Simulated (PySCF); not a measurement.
# Relaxation of singlet PdCl₂

These are results of PBE0/[Pd def2-TZVP with ECP28, Cl def2-TZVP], scalar-relativistic core potentials, density fitting, no spin–orbit coupling, PySCF, not measurements. A (50,194) grid was used.

A hand-made bent start, of C2v symmetry, held to at least that symmetry:

```xyz
3
charge 0 multiplicity 1, angstrom
Pd    0.0000    0.0000   -0.4996
Cl    1.7939    0.0000    0.7565
Cl   -1.7939    0.0000    0.7565
```

(1) What forces act on the atoms at the start (eV/Å)?

(2) What does it relax to?

(3) How much energy is released, and in how many steps?

Results:

(1) 
```
atom     Fx    Fy     Fz
 Pd1   0.00  0.00   0.15
 Cl2  -0.49  0.00  -0.07
 Cl3   0.49  0.00  -0.07
```

(2) It ends at C2v with Pd–Cl 2.166 Å (×2); Cl–Pd–Cl 98.6° (after a last refinement on a finer grid). A frequency run shows a minimum.

(3) 6.3 kJ/mol in 5 steps.

The relaxation took roughly 30 core-seconds on a shared host.
